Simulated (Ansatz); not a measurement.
[Eu(H2O)6]3+ (EuO₆H₁₂³⁺), 19 atoms. Hardware: 4 threads of Arm Neoverse V2 on a shared host.

In the def2 sets Eu takes a core potential; there is no spin–orbit coupling. Correlated methods freeze 10 core orbitals; core or outer-core shells of Eu are correlated, in sets that lack core-valence functions. With an open 4f shell the SCF may have ended on a state above the lowest.

**Question.** How many basis functions does each of these Ansatz runs have, and roughly what does it cost? RPA@PBE/def2-SVP, charge 3 septet, energy, from earlier orbitals; PBE-D4/def2-TZVP, charge 2 sextet at the geometry of the charge 3 septet, energy, from earlier orbitals; CAM-B3LYP-D4/def2-TZVP, charge 3 septet, energy and forces, from earlier orbitals; r2SCAN-D4/def2-TZVP, charge 3 septet, energy, from earlier orbitals; r2SCANh-D4/def2-TZVP, charge 3 septet, energy, from earlier orbitals; PBE-D4/def2-SVP, charge 3 septet, energy with a search over starts; PBE0-D4/def2-SVP, charge 2 octet at the geometry of the charge 3 septet, energy with a search over starts; PBE-D4/def2-SVP, charge 3 septet, energy, from earlier orbitals; CAM-B3LYP-D4/def2-TZVP, charge 2 sextet at the geometry of the charge 3 septet, energy, from earlier orbitals; PBE-D4/def2-TZVP, charge 3 septet, energy, from earlier orbitals; CAM-B3LYP-D4/def2-TZVP, charge 2 octet at the geometry of the charge 3 septet, energy, from earlier orbitals; PBE0-D4/def2-TZVP, charge 2 octet at the geometry of the charge 3 septet, energy, from earlier orbitals.

**Answer.** Other jobs shared the machine, so times can vary by a factor of up to 3. A dash marks memory too small to be measured apart from the calling script's.

```
                                                                                                          run  functions  fitting or Cholesky vectors  wall time  peak host memory (GiB)
    PBE0-D4/def2-SVP, charge 2 octet at the geometry of the charge 3 septet, energy with a search over starts        221                         2054       12 s                     1.1
                                              PBE-D4/def2-SVP, charge 3 septet, energy, from earlier orbitals        221                         2250       13 s                       –
 CAM-B3LYP-D4/def2-TZVP, charge 2 octet at the geometry of the charge 3 septet, energy, from earlier orbitals        350                         2584       26 s                     2.2
                                             RPA@PBE/def2-SVP, charge 3 septet, energy, from earlier orbitals        221                         2054       26 s                     1.1
      PBE0-D4/def2-TZVP, charge 2 octet at the geometry of the charge 3 septet, energy, from earlier orbitals        350                         2406       30 s                     1.9
                                             PBE-D4/def2-TZVP, charge 3 septet, energy, from earlier orbitals        350                         2225       40 s                     1.8
                                           PBE-D4/def2-SVP, charge 3 septet, energy with a search over starts        221                         2250       64 s                       1
                                          r2SCAN-D4/def2-TZVP, charge 3 septet, energy, from earlier orbitals        350                         2225       85 s                       2
      PBE-D4/def2-TZVP, charge 2 sextet at the geometry of the charge 3 septet, energy, from earlier orbitals        350                         2225      2 min                     1.8
                                         r2SCANh-D4/def2-TZVP, charge 3 septet, energy, from earlier orbitals        350                         2282    3.9 min                     2.2
CAM-B3LYP-D4/def2-TZVP, charge 2 sextet at the geometry of the charge 3 septet, energy, from earlier orbitals        350                         2584    5.1 min                     2.9
                            CAM-B3LYP-D4/def2-TZVP, charge 3 septet, energy and forces, from earlier orbitals        350                         2346    6.6 min                     2.3
```
